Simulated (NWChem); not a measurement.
Everything below was run with NWChem. System: diiodomethane (CH2I2), charge 0, spin multiplicity 1, at a geometry optimised with B3LYP/def2-SVP with def2 effective core potentials on I. Level: G0W0@PBE/def2-TZVPP with def2 effective core potentials on I, RI basis def2-tzvpp-rifit, no spin-orbit coupling.

The NWChem input:

```
start mol
memory heap 200 mb stack 700 mb global 1700 mb
geometry units angstroms nocenter noautoz
  I      1.839079     0.000000     0.090760
  C      0.000000     0.000000    -1.048982
  I     -1.839079     0.000000     0.090760
  H      0.000000     0.904558    -1.663358
  H      0.000000    -0.904558    -1.663358
  symmetry group C2v
end
basis spherical
  * library def2-tzvpp
end
ecp
  I library def2-ecp
end
basis "ri basis" bse spherical
  * library def2-tzvpp-rifit
end
dft
  xc xpbe96 cpbe96
  iterations 100
  direct
  tolerances tight
end
task dft energy
gw
  method cdgw
  states alpha occ 4 vir 2
end
task dft gw
```

Part of the output:

```
             Northwest Computational Chemistry Package (NWChem) 7.3.0
             --------------------------------------------------------

                                NWChem Input Module
                                -------------------

 Scaling coordinates for geometry "geometry" by  1.889725989
 (inverse scale =  0.529177249)

 Turning off AUTOSYM since
 SYMMETRY directive was detected!

                             Geometry "geometry" -> ""
                             -------------------------

 Output coordinates in angstroms (scale by  1.889725989 to convert to a.u.)

  No.       Tag          Charge          X              Y              Z
 ---- ---------------- ---------- -------------- -------------- --------------
    1 I                   53.0000     1.83907900     0.00000000     0.09076000
    2 C                    6.0000     0.00000000     0.00000000    -1.04898200
    3 I                   53.0000    -1.83907900     0.00000000     0.09076000
    4 H                    1.0000     0.00000000     0.90455800    -1.66335800
    5 H                    1.0000     0.00000000    -0.90455800    -1.66335800

 Effective nuclear repulsion energy (a.u.)     607.3704761000

            Nuclear Dipole moment (a.u.)
            ----------------------------
        X                 Y               Z
 ---------------- ---------------- ----------------
     0.0000000000     0.0000000000    -0.0000907068

      Symmetry information
      --------------------

 Group name             C2v
 Group number             16
 Group order               4
 No. of unique centers     3

      Symmetry unique atoms

     1    2    4


 Summary of "ao basis" -> "" (spherical)
 ------------------------------------------------------------------------------
       Tag                 Description            Shells   Functions and Types
 ---------------- ------------------------------  ------  ---------------------
 *                         def2-tzvpp                 on all atoms

 Summary of "ri basis" -> "" (spherical)
 ------------------------------------------------------------------------------
       Tag                 Description            Shells   Functions and Types
 ---------------- ------------------------------  ------  ---------------------
 *                      def2-tzvpp-rifit              on all atoms

  pbe96 is a nonlocal functional; adding pw91lda local functional.

                                 NWChem DFT Module
                                 -----------------

 Summary of "ao basis" -> "ao basis" (spherical)
 ------------------------------------------------------------------------------
       Tag                 Description            Shells   Functions and Types
 ---------------- ------------------------------  ------  ---------------------
 I                         def2-tzvpp               16       50   6s5p3d2f
 C                         def2-tzvpp               11       31   5s3p2d1f
 H                         def2-tzvpp                6       14   3s2p1d

 Summary of "ao basis" -> "ao basis" (spherical)
 ------------------------------------------------------------------------------
       Tag                 Description            Shells   Functions and Types
 ---------------- ------------------------------  ------  ---------------------
 I                         def2-tzvpp               16       50   6s5p3d2f
 C                         def2-tzvpp               11       31   5s3p2d1f
 H                         def2-tzvpp                6       14   3s2p1d

      Symmetry analysis of basis
      --------------------------

        a1         57
        a2         24
        b1         44
        b2         34

            General Information
            -------------------
          SCF calculation type: DFT
          Wavefunction type:  closed shell.
          No. of atoms     :     5
          No. of electrons :    58
           Alpha electrons :    29
            Beta electrons :    29
          Charge           :     0
          Spin multiplicity:     1
          Use of symmetry is: on ; symmetry adaption is: on
          Maximum number of iterations: 100
          This is a Direct SCF calculation.
          AO basis - number of functions:   159
                     number of shells:    55
          Convergence on energy requested:  1.00D-06
          Convergence on density requested:  1.00D-05
          Convergence on gradient requested:  5.00D-04

              XC Information
              --------------
          PerdewBurkeErnzerhof Exchange Functional  1.000
            Perdew 1991 LDA Correlation Functional  1.000 local
           PerdewBurkeErnz. Correlation Functional  1.000 non-local

             Grid Information
             ----------------
          Grid used for XC integration:  medium
          Radial quadrature: Mura-Knowles
          Angular quadrature: Lebedev.
          Tag              B.-S. Rad. Rad. Pts. Rad. Cut. Ang. Pts.
          ---              ---------- --------- --------- ---------
          I                   1.40      123          12.0       590
          C                   0.70       49           9.0       434
          H                   0.35       45          10.0       434
          Grid pruning is: on
          Number of quadrature shells:   217
          Spatial weights used:  Erf1

          Convergence Information
          -----------------------
          Convergence aids based upon iterative change in
          total energy or number of iterations.
          Levelshifting, if invoked, occurs when the
          HOMO/LUMO gap drops below (HL_TOL):  1.00D-02
[...]
      Symmetry analysis of molecular orbitals - initial
      -------------------------------------------------

  Numbering of irreducible representations:

     1 a1          2 a2          3 b1          4 b2

  Orbital symmetries:

     1 a1          2 a1          3 b1          4 a1          5 b1
     6 a1          7 b2          8 b1          9 a2         10 a1
    11 b1         12 a1         13 b2         14 a2         15 b1
    16 a1         17 b2         18 a2         19 b1         20 a1
    21 b1         22 a1         23 b2         24 a1         25 b1
    26 a2         27 a1         28 b1         29 b2         30 a1
    31 b1         32 a1         33 b2         34 a1         35 b1
    36 b2         37 b1         38 a1         39 a2

   convergence    iter        energy       DeltaE   RMS-Dens  Diis-err    time
 ---------------- ----- ----------------- --------- --------- ---------  ------
 d= 0,ls=0.0,diis     1   -634.5800995432 -8.24D+02  9.64D-03  7.10D-01     3.0
 d= 0,ls=0.0,diis     2   -634.2397413445  3.40D-01  6.46D-03  3.51D+00     4.9
 d= 0,ls=0.0,diis     3   -634.6520884415 -4.12D-01  9.76D-04  4.60D-02     6.7
 d= 0,ls=0.0,diis     4   -634.6561139928 -4.03D-03  2.86D-04  5.10D-03     8.4
 d= 0,ls=0.0,diis     5   -634.6565089165 -3.95D-04  8.83D-05  2.99D-04    10.2
 d= 0,ls=0.0,diis     6   -634.6565389447 -3.00D-05  2.93D-05  3.33D-05    12.1
 d= 0,ls=0.0,diis     7   -634.6565419980 -3.05D-06  4.41D-06  3.30D-07    13.9
 d= 0,ls=0.0,diis     8   -634.6565420300 -3.20D-08  1.46D-06  1.36D-07    15.9

         Total DFT energy =     -634.656542030044
      One electron energy =    -1465.066732834132
           Coulomb energy =      691.886542576702
    Exchange-Corr. energy =      -50.485274035426
 Nuclear repulsion energy =      189.008922262812

 Numeric. integr. density =       57.999988370755

     Total iterative time =     14.9s

                  Occupations of the irreducible representations
                  ----------------------------------------------

                     irrep           alpha         beta
                     --------     --------     --------
                     a1               11.0         11.0
                     a2                4.0          4.0
                     b1                9.0          9.0
                     b2                5.0          5.0

                       DFT Final Molecular Orbital Analysis
                       ------------------------------------

 Vector   27  Occ=2.000000D+00  E=-2.427404D-01  Symmetry=a2
              MO Center=  1.9D-12, -5.3D-15,  6.2D-02, r^2= 5.4D+00
   Bfn.  Coefficient  Atom+Function         Bfn.  Coefficient  Atom+Function
  ----- ------------  ---------------      ----- ------------  ---------------
    17      0.390990  1 I  py                98     -0.390990  3 I  py
    11     -0.330856  1 I  py                92      0.330856  3 I  py
    14      0.268228  1 I  py                95     -0.268228  3 I  py
    20      0.202154  1 I  py               101     -0.202154  3 I  py
     8     -0.042047  1 I  py                89      0.042047  3 I  py

 Vector   28  Occ=2.000000D+00  E=-2.368436D-01  Symmetry=b2
              MO Center= -1.9D-12,  1.1D-15,  1.9D-02, r^2= 5.3D+00
   Bfn.  Coefficient  Atom+Function         Bfn.  Coefficient  Atom+Function
  ----- ------------  ---------------      ----- ------------  ---------------
    17      0.375070  1 I  py                98      0.375070  3 I  py
    11     -0.317792  1 I  py                92     -0.317792  3 I  py
    14      0.258266  1 I  py                95      0.258266  3 I  py
    20      0.200353  1 I  py               101      0.200353  3 I  py
    57     -0.096237  2 C  py               134     -0.087793  4 H  s

 Vector   29  Occ=2.000000D+00  E=-2.320470D-01  Symmetry=b1
              MO Center= -5.6D-14,  1.1D-14,  3.0D-02, r^2= 5.7D+00
   Bfn.  Coefficient  Atom+Function         Bfn.  Coefficient  Atom+Function
  ----- ------------  ---------------      ----- ------------  ---------------
    18     -0.283987  1 I  pz                99      0.283987  3 I  pz
    16      0.279484  1 I  px                97      0.279484  3 I  px
    12      0.240650  1 I  pz                93     -0.240650  3 I  pz
    10     -0.238626  1 I  px                91     -0.238626  3 I  px
    13      0.196960  1 I  px                94      0.196960  3 I  px

 Vector   30  Occ=0.000000D+00  E=-1.075048D-01  Symmetry=a1
              MO Center= -1.0D-13,  5.0D-15, -1.7D-01, r^2= 5.6D+00
   Bfn.  Coefficient  Atom+Function         Bfn.  Coefficient  Atom+Function
  ----- ------------  ---------------      ----- ------------  ---------------
    55      0.585478  2 C  s                 54      0.388667  2 C  s
    19      0.338071  1 I  px               100     -0.338071  3 I  px
    16      0.295751  1 I  px                97     -0.295751  3 I  px
     6     -0.250817  1 I  s                 64      0.251059  2 C  pz
    87     -0.250817  3 I  s                 58      0.229124  2 C  pz

 Vector   31  Occ=0.000000D+00  E=-5.976537D-02  Symmetry=b1
              MO Center=  5.2D-14, -4.7D-15, -1.9D-01, r^2= 5.7D+00
   Bfn.  Coefficient  Atom+Function         Bfn.  Coefficient  Atom+Function
  ----- ------------  ---------------      ----- ------------  ---------------
    62      0.589185  2 C  px                 6     -0.397881  1 I  s
    87      0.397881  3 I  s                 19      0.362380  1 I  px
    56      0.360618  2 C  px               100      0.362380  3 I  px
    59      0.347304  2 C  px                21      0.315022  1 I  pz
   102     -0.315022  3 I  pz                16      0.215905  1 I  px

 Vector   32  Occ=0.000000D+00  E= 2.775732D-02  Symmetry=a1
              MO Center=  8.3D-15,  3.9D-16, -1.5D+00, r^2= 5.0D+00
   Bfn.  Coefficient  Atom+Function         Bfn.  Coefficient  Atom+Function
  ----- ------------  ---------------      ----- ------------  ---------------
    55      1.943340  2 C  s                134     -1.865637  4 H  s
   148     -1.865637  5 H  s                 64     -1.155018  2 C  pz
    54      0.594938  2 C  s                 61     -0.281150  2 C  pz
     5      0.237906  1 I  s                 86      0.237906  3 I  s
    19     -0.231691  1 I  px               100      0.231691  3 I  px

 center of mass
 --------------
 x =   0.00000000 y =   0.00000000 z =   0.05005864

 moments of inertia (a.u.)
 ------------------
          79.753137199221           0.000000000000           0.000000000000
           0.000000000000        3139.293719725137           0.000000000000
           0.000000000000           0.000000000000        3071.319777974151

     Multipole analysis of the density
     ---------------------------------

     L   x y z        total         alpha         beta         nuclear
     -   - - -        -----         -----         ----         -------
     0   0 0 0     -0.000000    -29.000000    -29.000000     58.000000

     1   1 0 0      0.000000      0.000000      0.000000      0.000000
     1   0 1 0     -0.000000     -0.000000     -0.000000      0.000000
     1   0 0 1     -0.439348      4.582694      4.582694     -9.604736

     2   2 0 0    -44.714895   -324.309823   -324.309823    603.904751
     2   1 1 0      0.000000      0.000000      0.000000      0.000000
     2   1 0 1     -0.000000     -0.000000     -0.000000      0.000000
     2   0 2 0    -45.386566    -25.615218    -25.615218      5.843869
     2   0 1 1      0.000000      0.000000      0.000000      0.000000
     2   0 0 2    -43.175389    -43.991780    -43.991780     44.808172

 Task  times  cpu:       15.9s     wall:       15.9s

                                NWChem Input Module
                                -------------------

                                 NWChem GW Module
                                 ----------------

                             ***********************
                             ***        GW       ***
                             ***********************

 Summary of "ri basis" -> "ri basis" (spherical)
 ------------------------------------------------------------------------------
       Tag                 Description            Shells   Functions and Types
 ---------------- ------------------------------  ------  ---------------------
 I                      def2-tzvpp-rifit            38      184   9s8p8d6f4g3h
 C                      def2-tzvpp-rifit            22       76   8s6p4d3f1g
 H                      def2-tzvpp-rifit            10       30   4s3p2d1f

                 Memory Information
                 ------------------
          Available GA per process is          1699.8 MBs
          Available stack per process is        700.0 MBs
          Available heap per process is           0.1 MBs

          Peak memory in Initialization
              Peak GA per process is                 21.0 MBs
              Peak stack per process is               0.3 MBs
              Peak heap per process is               21.9 MBs
              Memory not in MA per process            0.0 MBs

          Peak memory in CDGW Calculation
              Peak GA per process is                 25.2 MBs
              Peak stack per process is               3.9 MBs
              Peak heap per process is                3.8 MBs
              Memory not in MA per process            0.0 MBs

          Computing 2-center integrals
          Computing Inverse Cholesky factor
          Computing 3-center integrals
          Computing Vxc

          Computing Sigma_x
          Computing W(iw) on the imaginary grid
          Solving quasiparticle equations

                  Alpha Orbitals
          State     Energy (eV)     Error (eV)
          -----------------------------------
@GW        26         -9.329           0.002
@GW        27         -9.240           0.002
@GW        28         -9.150           0.002
@GW        29         -8.894           0.002
@GW        30         -0.356           0.002
@GW        31          1.226           0.007

     GW Timing Statistics
   ------------------------
   Init.   :          0.1s
     ERIs  :          2.2s
     Distr.:          0.0s
     Vxc   :          0.2s
   Vmo     :          0.0s
   iW      :          4.5s
   I_n     :          0.0s
   R_n     :          0.8s
   GW total:          8.0s

 Task  times  cpu:        8.0s     wall:        8.0s

 Total times  cpu:       23.9s     wall:       23.9s
```
